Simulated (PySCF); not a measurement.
Start geometry of `CC(=O)OC1SCCS1` from GFN2-xTB (Å):
```
atom  x, y, z in Å
C1     3.0984   -0.1293   -0.0687
C2     1.9705    0.6620    0.5247
O3     2.0723    1.5948    1.2680
O4     0.7809    0.1614    0.1130
C5    -0.3910    0.7681    0.5881
S6    -1.3863   -0.4401    1.4896
C7    -2.0153   -1.1514   -0.0639
C8    -2.5607   -0.0070   -0.8872
S9    -1.3672    1.3853   -0.8265
H10    2.8927   -0.3522   -1.1118
H11    3.1852   -1.0690    0.4738
H12    4.0239    0.4291    0.0311
H13   -0.1441    1.6064    1.2458
H14   -2.7880   -1.8737    0.1900
H15   -1.1839   -1.6496   -0.5632
H16   -3.5028    0.3612   -0.4808
H17   -2.6915   -0.2841   -1.9321
```

Question: What comes out of this run: PBE0-D3(BJ)/def2-SVP geometry optimisation, gas phase (PySCF)?

Answer: 
```
atom  x, y, z in Å
C1     3.2633    0.0061    0.0330
C2     2.1054    0.7229    0.6551
O3     2.1469    1.4238    1.6285
O4     0.9682    0.4683   -0.0314
C5    -0.2285    1.0252    0.4878
S6    -1.0956   -0.1465    1.5562
C7    -1.8850   -0.9598    0.1385
C8    -2.5105    0.1299   -0.7079
S9    -1.3003    1.4827   -0.9048
H10    3.2936    0.1976   -1.0486
H11    3.1289   -1.0776    0.1690
H12    4.1951    0.3267    0.5110
H13    0.0198    1.9088    1.0921
H14   -2.6368   -1.6650    0.5227
H15   -1.1254   -1.5202   -0.4278
H16   -3.4150    0.5290   -0.2250
H17   -2.7734   -0.2385   -1.7114
```

The energy falls by 0.84 kcal/mol over 11 energy and gradient evaluations, the largest force component goes from 0.0098 to 4.5e-04 Eh/bohr, and the atoms move by 0.278 Å rms after alignment. The bond that changes most is O4–C5 (ends: ester single-bonded oxygen; sp3 carbon bound to oxygen), which lengthens by 0.016 Å. Bonds longer at the end by more than 0.005 Å: 9 of 17; shorter: 3. Among the dihedrals that turn most is C2–O4–C5–S6, from -120° to -94°. Rotational constants go from 2099, 780.0, 702.4 to 2145, 785.7, 698.7 MHz. The orientation of the end geometry is arbitrary; only internal coordinates are fixed.

The run used 174 basis functions and 80 SCF cycles in all.

PBE0-D3(BJ)/def2-SVP frequencies: not computed here. The numbers are those of one conformer.
